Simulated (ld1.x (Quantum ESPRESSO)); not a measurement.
# Which change was made? (Gd, TM semilocal)

| Quantity | Value |
| --- | --- |
| Element | gadolinium (Gd) |
| Generator | ld1.x (Quantum ESPRESSO) 7.5 |
| Type | norm-conserving Troullier–Martins (semilocal form) |
| Functional | Wu–Cohen |
| Relativity | scalar-relativistic |
| Frozen core | [Xe] 4f7 |
| Valence charge | 3 |
| Reference configuration | 5d1 6s0 6p0 (charge +2) |
| Partial waves | 6p (bound, empty): rc 3.55 bohr; 5d (bound): rc 2.15 bohr; 6s (bound, empty): rc 2.90 bohr |
| Local potential | the s channel |
| Core correction | none |

Cutoffs, loose and tight: the cutoffs (Ry, on a coarse ladder) from which the occupation-weighted sum of valence levels, in a spherical-Bessel basis at the reference potential, stays within 10 and 1 mRy of its value at 400 Ry. They do not see the model core or the augmentation charge, which bear on the density cutoff. Test errors are all-electron minus pseudo excitation energies from the reference, over the configurations 5d1 6s2 6p0; 5d1 6s1 6p0; 5d1 6s1.5 6p0; 5d0 6s2 6p1; 5d1 6s1 6p1; 5d0 6s2 6p0; 5d1 6s0 6p1; variants that change the core or the reference have their own tests.

The base gives: outcome: generated; cutoff, loose: 15 Ry; cutoff, tight: 18 Ry; bound ghosts: none; largest test error (meV): +906.

(1) After one change the result is: outcome: generated; cutoff, loose: 15 Ry; cutoff, tight: 21 Ry; bound ghosts: none; largest test error (meV): +278. Which change was it?
A. core correction a·sin(br)/r model core inside 1.00 bohr
B. core [Kr] 4d10 5s2, valence charge 16; reference 4f7 5p6 5d1 6s1.75 6p0.25; waves now 5p (bound): rc 1.45 bohr; 5d (bound): rc 2.40 bohr; 4f (bound): rc 1.05 bohr; 6s (bound): rc 1.25 bohr
C. reference 5d2 6s1 6p0

## Answers

(1) C. The others give: core correction a·sin(br)/r model core inside 1.00 bohr → outcome: generated; cutoff, loose: 15 Ry; cutoff, tight: 18 Ry; bound ghosts: none; largest test error (meV): -124 | core [Kr] 4d10 5s2, valence charge 16; reference 4f7 5p6 5d1 6s1.75 6p0.25; waves now 5p (bound): rc 1.45 bohr; 5d (bound): rc 2.40 bohr; 4f (bound): rc 1.05 bohr; 6s (bound): rc 1.25 bohr → outcome: failed: the pseudo-atom did not reach self-consistency.
